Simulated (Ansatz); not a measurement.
A nudged elastic band was laid between two geometries of C₂H₈BNS (13 atoms, charge 0, multiplicity 1).

Theory: RKS PBE/def2-SVP (Ansatz 0.2.0).

* movable images: 1
* climbing image: no
* spring: 5.0 eV/Å²
* optimiser: quadratic models (default)
* start path: through a guess of the saddle point
* force threshold: 0.05 eV/Å
* iteration limit: 60
* end points: relaxed

Image 0:

```xyz
13
Properties=species:S:1:pos:R:3
B -0.676 0.497 0.023
N -0.133 -0.614 0.708
C 1.114 -1.300 0.429
S -2.280 1.239 0.535
H -2.564 0.420 1.588
C 0.048 1.179 -1.215
H -0.648 -1.009 1.497
H 1.817 -1.262 1.292
H 0.957 -2.372 0.175
H 1.623 -0.827 -0.432
H -0.541 2.005 -1.658
H 0.248 0.443 -2.023
H 1.033 1.601 -0.918
```

Image 2:

```xyz
13
Properties=species:S:1:pos:R:3
B -0.964 0.612 -0.175
N -0.160 -0.268 0.977
C 0.719 -1.372 0.524
S -2.660 0.573 0.065
H -0.978 -0.611 1.518
C 0.027 1.281 -1.215
H 0.361 0.378 1.594
H 1.136 -1.939 1.379
H 0.123 -2.053 -0.112
H 1.548 -0.959 -0.080
H -0.528 1.947 -1.901
H 0.550 0.526 -1.844
H 0.826 1.885 -0.728
```

**Question.** What changes between the two ends?

**Answer.** Bonds broken: S4–H5. Bonds formed: N2–H5.

**Question.** What energy profile does the band end with?

**Answer.** The forces met the threshold. The highest image is number 2 of 0 to 2, 0.99 eV above the first end and 0.00 eV above the last; the last end lies 0.99 eV above the first. The highest image is an end point: on this band no image between the ends rises above it. So few images can step over the top or miss a turn of the path. The orbitals stay closed-shell, which can raise the energy where a bond breaks towards radicals; this wasn't checked here.

| image | path coordinate (Å) | energy (eV) | S4–H5 (Å) | N2–H5 (Å) |
| --- | --- | --- | --- | --- |
| 0 | 0.00 | 0.00 | 1.36 | 2.78 |
| 1 | 1.83 | 0.50 | 1.37 | 2.37 |
| 2 | 3.66 | 0.99 | 2.52 | 1.04 |

Time of the run: 34 s on 2 threads of Arm Neoverse V1, with other jobs on the host, peak memory 0.15 GiB.
